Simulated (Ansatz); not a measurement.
## Nudged elastic band run: BFH$_{6}$N$_{2}$Si

input.yaml

```yaml
crystal:
  periodic: [false, false, false]
  atoms:
    - { symbol: "N", position_ang: [-0.778473, 1.467715, 1.495782] }
    - { symbol: B, position_ang: [-0.706516, 0.454784, 0.516455] }
    - { symbol: "N", position_ang: [0.539732, -0.086618, 0.033365] }
    - { symbol: Si, position_ang: [0.697823, -1.256022, -1.240327] }
    - { symbol: F, position_ang: [0.919748, -0.5454, -2.705978] }
    - { symbol: H, position_ang: [0.028911, 1.915652, 1.929998] }
    - { symbol: H, position_ang: [-1.670196, 1.826717, 1.830769] }
    - { symbol: H, position_ang: [-1.747161, 0.007767, 0.065255] }
    - { symbol: H, position_ang: [1.41069, 0.299531, 0.413341] }
    - { symbol: H, position_ang: [-0.557857, -2.061835, -1.320518] }
    - { symbol: H, position_ang: [1.9286, -2.079191, -0.997541] }
basis:
  gaussian: { orbitals: def2-SVP }
hamiltonian:
  xc: pbe
  dispersion: d4
neb:
  order_check: false
  images: 8
  f_tol: 0.05
  max_iterations: 60
  climbing: false
  final_atoms:
    - { symbol: "N", position_ang: [-1.33940241, 0.92751325, 0.79209509] }
    - { symbol: B, position_ang: [0.04427359, 0.78605265, 1.02475529] }
    - { symbol: "N", position_ang: [0.90704024, -0.06122361, 0.22723408] }
    - { symbol: Si, position_ang: [0.53088118, -1.06835123, -1.13229183] }
    - { symbol: F, position_ang: [0.69717896, -0.28265998, -2.56592171] }
    - { symbol: H, position_ang: [-1.86367064, 0.45897263, 0.05287015] }
    - { symbol: H, position_ang: [-1.91895481, 1.5160984, 1.38636814] }
    - { symbol: H, position_ang: [0.53740839, 1.40777624, 1.95122351] }
    - { symbol: H, position_ang: [1.89326705, -0.02565158, 0.49718883] }
    - { symbol: H, position_ang: [-0.90515329, -1.4899288, -1.04019326] }
    - { symbol: H, position_ang: [1.48243274, -2.22549796, -1.17272729] }
  initial_path:
    images:
      - { positions_ang: [[-0.778473, 1.467715, 1.495782], [-0.706516, 0.454784, 0.516455], [0.539732, -0.086618, 0.033365], [0.697823, -1.256022, -1.240327], [0.919748, -0.5454, -2.705978], [0.028911, 1.915652, 1.929998], [-1.670196, 1.826717, 1.830769], [-1.747161, 0.007767, 0.065255], [1.41069, 0.299531, 0.413341], [-0.557857, -2.061835, -1.320518], [1.9286, -2.079191, -0.997541]] }
      - { positions_ang: [[-0.77892877, 1.44755588, 1.26215519], [-0.63259653, 0.40234059, 0.68783308], [0.55231215, -0.24409237, 0.19286867], [0.67163191, -1.16105412, -1.19488849], [0.92333449, -0.26964331, -2.4719169], [-0.07281681, 1.78916895, 1.38658853], [-1.71128893, 1.71056571, 1.49323455], [-1.52789609, 0.02712966, 0.57290852], [1.45417641, 0.123347, 0.55267509], [-0.62630344, -1.85789283, -1.34075936], [1.8136766, -2.02432516, -1.12009787]] }
      - { positions_ang: [[-0.77938455, 1.42739676, 1.02852837], [-0.55867706, 0.34989718, 0.85921117], [0.56489231, -0.40156674, 0.35237234], [0.64544082, -1.06608624, -1.14944998], [0.92692099, 0.00611338, -2.23785581], [-0.17454462, 1.66268591, 0.84317906], [-1.75238186, 1.59441443, 1.15570009], [-1.30863118, 0.04649232, 1.08056203], [1.49766283, -0.05283701, 0.69200919], [-0.69474988, -1.65395065, -1.36100073], [1.6987532, -1.96945933, -1.24265473]] }
      - { positions_ang: [[-0.77984032, 1.40723764, 0.79490156], [-0.48475759, 0.29745377, 1.03058925], [0.57747246, -0.5590411, 0.51187601], [0.61924974, -0.97111836, -1.10401148], [0.93050748, 0.28187007, -2.00379471], [-0.27627243, 1.53620286, 0.29976959], [-1.79347479, 1.47826314, 0.81816564], [-1.08936627, 0.06585498, 1.58821555], [1.54114924, -0.22902101, 0.83134328], [-0.76319632, -1.45000848, -1.38124209], [1.5838298, -1.91459349, -1.3652116]] }
      - { positions_ang: [[-0.7802961, 1.38707852, 0.56127475], [-0.41083812, 0.24501036, 1.20196734], [0.59005261, -0.71651547, 0.67137968], [0.59305865, -0.87615049, -1.05857297], [0.93409398, 0.55762675, -1.76973362], [-0.37800024, 1.40971981, -0.24363988], [-1.83456772, 1.36211185, 0.48063118], [-0.87010136, 0.08521763, 2.09586906], [1.58463566, -0.40520502, 0.97067738], [-0.83164276, -1.24606631, -1.40148346], [1.46890641, -1.85972765, -1.48776847]] }
      - { positions_ang: [[-0.84262159, 1.3270561, 0.48308731], [-0.32741706, 0.28181799, 1.25844515], [0.63086464, -0.71369387, 0.69292069], [0.57450956, -0.85529818, -1.04656906], [0.90936408, 0.58682009, -1.75417181], [-0.58828709, 1.24786655, -0.45220964], [-1.86220759, 1.32759867, 0.43125331], [-0.61626031, 0.24077422, 2.30542112], [1.63825533, -0.44133641, 0.9799938], [-0.87023124, -1.18252118, -1.37033626], [1.41933227, -1.87598398, -1.50723361]] }
      - { positions_ang: [[-0.96681679, 1.22717039, 0.56033926], [-0.23449439, 0.40787666, 1.20002268], [0.69990854, -0.55057631, 0.57649904], [0.56360246, -0.90856144, -1.06799975], [0.8563178, 0.36945007, -1.95710928], [-0.90713298, 1.05064307, -0.32593969], [-1.87639439, 1.37472361, 0.67003202], [-0.32784314, 0.53252472, 2.21687172], [1.70200826, -0.33741521, 0.85929256], [-0.87896175, -1.25937308, -1.28780051], [1.43510739, -1.96336247, -1.42360703]] }
      - { positions_ang: [[-1.091012, 1.12728468, 0.6375912], [-0.14157173, 0.53393532, 1.14160022], [0.76895244, -0.38745874, 0.46007739], [0.55269537, -0.9618247, -1.08943045], [0.80327152, 0.15208006, -2.16004676], [-1.22597887, 0.85341959, -0.19966975], [-1.8905812, 1.42184854, 0.90881073], [-0.03942596, 0.82427523, 2.12832232], [1.76576119, -0.233494, 0.73859132], [-0.88769226, -1.33622499, -1.20526476], [1.4508825, -2.05074097, -1.33998045]] }
      - { positions_ang: [[-1.21520721, 1.02739896, 0.71484315], [-0.04864907, 0.65999399, 1.08317775], [0.83799634, -0.22434118, 0.34365574], [0.54178828, -1.01508797, -1.11086114], [0.75022524, -0.06528996, -2.36298423], [-1.54482476, 0.65619611, -0.0733998], [-1.90476801, 1.46897347, 1.14758943], [0.24899121, 1.11602573, 2.03977291], [1.82951412, -0.12957279, 0.61789008], [-0.89642277, -1.4130769, -1.12272901], [1.46665762, -2.13811946, -1.25635387]] }
      - { positions_ang: [[-1.33940241, 0.92751325, 0.79209509], [0.04427359, 0.78605265, 1.02475529], [0.90704024, -0.06122361, 0.22723408], [0.53088118, -1.06835123, -1.13229183], [0.69717896, -0.28265998, -2.56592171], [-1.86367064, 0.45897263, 0.05287015], [-1.91895481, 1.5160984, 1.38636814], [0.53740839, 1.40777624, 1.95122351], [1.89326705, -0.02565158, 0.49718883], [-0.90515329, -1.4899288, -1.04019326], [1.48243274, -2.22549796, -1.17272729]] }
```

Launched with:

```bash
$ ansatz run input.yaml --threads 2 --pin off --max-ram 3072MiB --backend cpu --events-out ev --progress --plain --runs-dir out
```

Output, in part (warnings, iteration lines, the closing report on the highest movable image, with atoms numbered from 0):

```
NEB end point (image 0): max|allowed force component| = 7.238e-3 eV/Å (the criterion of neb.relax_end_points is 1.000e-2)
NEB end point (image 9): max|allowed force component| = 1.180e-2 eV/Å (the criterion of neb.relax_end_points is 1.000e-2)
NEB iter   1: max|band force component| = 4.653e1 eV/Å  barrier→ = 15.4931 eV  barrier← = 15.4666 eV  Δτ_max = 0.1967 Å  (280 SCF iters)
NEB iter   2: max|band force component| = 1.112e1 eV/Å  barrier→ = 5.1017 eV  barrier← = 5.0753 eV  Δτ_max = 0.1972 Å  (274 SCF iters)
NEB iter   3: max|band force component| = 4.295e0 eV/Å  barrier→ = 2.1552 eV  barrier← = 2.1287 eV  Δτ_max = 0.1971 Å  (251 SCF iters)
NEB iter   4: max|band force component| = 2.260e0 eV/Å  barrier→ = 0.8388 eV  barrier← = 0.8123 eV  Δτ_max = 0.1998 Å  (242 SCF iters)
NEB iter   5: max|band force component| = 1.102e0 eV/Å  barrier→ = 0.6098 eV  barrier← = 0.5834 eV  Δτ_max = 0.1966 Å  (226 SCF iters)
NEB iter   6: max|band force component| = 5.684e-1 eV/Å  barrier→ = 0.5171 eV  barrier← = 0.4906 eV  Δτ_max = 0.0700 Å  (233 SCF iters)
NEB iter   7: max|band force component| = 3.050e-1 eV/Å  barrier→ = 0.5000 eV  barrier← = 0.4736 eV  Δτ_max = 0.0718 Å  (234 SCF iters)
NEB iter   8: max|band force component| = 1.607e-1 eV/Å  barrier→ = 0.5008 eV  barrier← = 0.4743 eV  Δτ_max = 0.0773 Å  (235 SCF iters)
NEB iter   9: max|band force component| = 1.372e-1 eV/Å  barrier→ = 0.5029 eV  barrier← = 0.4764 eV  Δτ_max = 0.1230 Å  (236 SCF iters)
NEB iter  10: max|band force component| = 1.573e-1 eV/Å  barrier→ = 0.4999 eV  barrier← = 0.4735 eV  Δτ_max = 0.0614 Å  (234 SCF iters)
NEB iter  11: max|band force component| = 1.067e-1 eV/Å  barrier→ = 0.4971 eV  barrier← = 0.4707 eV  Δτ_max = 0.0583 Å  (237 SCF iters)
NEB iter  12: max|band force component| = 1.186e-1 eV/Å  barrier→ = 0.4948 eV  barrier← = 0.4683 eV  Δτ_max = 0.0297 Å  (232 SCF iters)
NEB iter  13: max|band force component| = 2.087e-1 eV/Å  barrier→ = 0.4957 eV  barrier← = 0.4692 eV  Δτ_max = 0.0147 Å  (232 SCF iters)
NEB iter  14: max|band force component| = 7.926e-2 eV/Å  barrier→ = 0.4924 eV  barrier← = 0.4659 eV  Δτ_max = 0.0293 Å  (233 SCF iters)
NEB iter  15: max|band force component| = 6.528e-2 eV/Å  barrier→ = 0.4908 eV  barrier← = 0.4643 eV  Δτ_max = 0.0293 Å  (231 SCF iters)
NEB iter  16: max|band force component| = 3.449e-2 eV/Å  barrier→ = 0.4886 eV  barrier← = 0.4621 eV  Δτ_max = 0.0000 Å  (450 SCF iters)
Total energy: -14333.64808195 eV, -526.7518513161 hartree
Atom 0 at    -0.890982     1.570139     0.795557 Å, force    -0.013713     0.029723    -0.032332 eV/Å
Atom 1 at    -0.557463     0.234984     1.044793 Å, force    -0.009969     0.011779     0.028217 eV/Å
Atom 2 at     0.606363    -0.376106     0.370554 Å, force     0.031379     0.004542    -0.003106 eV/Å
Atom 3 at     0.662403    -1.106266    -1.186464 Å, force    -0.013927     0.018350    -0.020582 eV/Å
Atom 4 at     0.800269    -0.002945    -2.403701 Å, force     0.015271    -0.001018    -0.000698 eV/Å
Atom 5 at    -0.345714     2.159293     0.161830 Å, force    -0.010093    -0.018431    -0.028344 eV/Å
Atom 6 at    -1.686339     2.041945     1.227561 Å, force    -0.010152    -0.023971    -0.005126 eV/Å
Atom 7 at    -1.266999    -0.388980     1.821994 Å, force     0.029523     0.006231     0.045781 eV/Å
Atom 8 at     1.482737    -0.368813     0.899786 Å, force    -0.012307    -0.054496     0.033260 eV/Å
Atom 9 at    -0.617133    -1.837825    -1.456945 Å, force    -0.003461     0.019542    -0.012941 eV/Å
Atom 10 at     1.878159    -1.982326    -1.254364 Å, force    -0.002552     0.007749    -0.004130 eV/Å
Dipole moment:    -0.005214     0.340214     0.347749 e Å
```

It converged. No image climbed, so the highest image needn't sit at the top of the path.

Final band (atoms are numbered from 1 in the order of the input):

```json
{"image": "0", "path coordinate (Å)": "0.00", "energy (kJ/mol)": "0.0", "dihedral N1–B2–N3–H9 (°)": "-1"}
{"image": "1", "path coordinate (Å)": "0.80", "energy (kJ/mol)": "4.8", "dihedral N1–B2–N3–H9 (°)": "7"}
{"image": "2", "path coordinate (Å)": "1.60", "energy (kJ/mol)": "18.0", "dihedral N1–B2–N3–H9 (°)": "19"}
{"image": "3", "path coordinate (Å)": "2.41", "energy (kJ/mol)": "36.9", "dihedral N1–B2–N3–H9 (°)": "44"}
{"image": "4", "path coordinate (Å)": "3.21", "energy (kJ/mol)": "47.1", "dihedral N1–B2–N3–H9 (°)": "95"}
{"image": "5", "path coordinate (Å)": "4.01", "energy (kJ/mol)": "27.7", "dihedral N1–B2–N3–H9 (°)": "140"}
{"image": "6", "path coordinate (Å)": "4.81", "energy (kJ/mol)": "9.5", "dihedral N1–B2–N3–H9 (°)": "160"}
{"image": "7", "path coordinate (Å)": "5.61", "energy (kJ/mol)": "4.1", "dihedral N1–B2–N3–H9 (°)": "171"}
{"image": "8", "path coordinate (Å)": "6.41", "energy (kJ/mol)": "3.7", "dihedral N1–B2–N3–H9 (°)": "173"}
{"image": "9", "path coordinate (Å)": "7.22", "energy (kJ/mol)": "2.6", "dihedral N1–B2–N3–H9 (°)": "178"}
```

The run took 4.1 min on 2 threads of Arm Neoverse V1 (shared host), peak memory 0.14 GiB.
